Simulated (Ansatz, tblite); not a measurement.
Forces on the cluster K₃Br₃⁻ at its PBE-D4/def2-SVPD geometry. Charge -1, multiplicity 2.

The xTB rows come from tblite. At PBE-D4/def2-TZVPD the highest occupied level of the charge -1 doublet lies above zero (up to 0.46 eV). It is a level of α spin, whose loss leaves a singlet; that state wasn't run at this geometry and level. The electron is either unbound and held by the finite basis, or the level is raised by self-interaction error. Another isomer (doublet) lies 0.25 eV lower at PBE0-D4/def2-TZVPD; other spin states weren't run for this one.

GFN1-xTB (tblite), largest force 0.59 eV/Å:

```xyz
6
positions Å, forces eV/Å
K    -0.804   -2.298   -0.535    0.337    0.473    0.092
K     0.741    1.422   -1.905   -0.030   -0.412    0.418
K     1.174    0.316    2.183   -0.137   -0.147   -0.553
Br    1.232    3.082    0.706   -0.067    0.009    0.010
Br   -1.450   -0.515   -3.031   -0.050    0.034    0.036
Br   -0.893   -2.007    2.583   -0.053    0.043   -0.003
```

GFN2-xTB (tblite), largest force 0.24 eV/Å:

```
K 0.197 0.022 -0.013
K 0.127 -0.144 0.048
K 0.110 -0.096 -0.136
Br -0.065 0.218 0.065
Br -0.198 0.037 -0.123
Br -0.172 -0.037 0.159
```

PBE-D4/def2-TZVPD (Ansatz), largest force 0.01 eV/Å:

```
K 0.003 0.007 0.002
K -0.002 -0.005 0.005
K -0.006 0.000 -0.007
Br -0.003 -0.009 -0.001
Br 0.004 0.002 0.009
Br 0.004 0.005 -0.007
```
